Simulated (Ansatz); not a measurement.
This geometry of CH2BFOS (7 atoms, charge 0, multiplicity 1) is a first-order saddle point.

These are results of RKS PBE0-D4/6-31G* (Ansatz), not measurements.

```xyz
7
Properties=species:S:1:pos:R:3
O -0.477 -0.276 1.407
C 0.132 -0.422 0.196
F 0.801 -1.586 0.179
B -0.277 0.255 -1.111
S 1.140 1.075 -0.467
H -0.250 0.579 1.792
H -1.008 0.306 -2.042
```

Q: Which two structures does it join? (They come from a converged band through this point; their orientation in space is the band's.)

A: No bond is made or broken. The dihedral H6–O1–C2–B4 goes from -157 to -6°.

Image 0:

```xyz
7
Properties=species:S:1:pos:R:3
O -0.626 0.080 1.301
C 0.062 -0.255 0.199
F 0.763 -1.398 0.383
B -0.264 0.258 -1.205
S 1.158 1.110 -0.652
H -0.056 -0.041 2.077
H -0.976 0.177 -2.149
```

Image 6:

```xyz
7
Properties=species:S:1:pos:R:3
O -0.172 -0.246 1.508
C 0.212 -0.438 0.242
F 0.897 -1.573 0.195
B -0.243 0.273 -1.036
S 1.236 1.105 -0.654
H -0.760 0.522 1.549
H -1.110 0.289 -1.850
```

Q: How far does it lie above each of them?

A: 18.1 kJ/mol above the first and 9.5 kJ/mol above the second. This is the barrier of this one path; another mechanism may lie lower.

Run time: 2.9 min on 1 thread of Intel(R) Xeon(R) Platinum 8375C CPU @ 2.90GHz (Ice Lake), with other jobs on the host, peak memory 0.18 GiB.
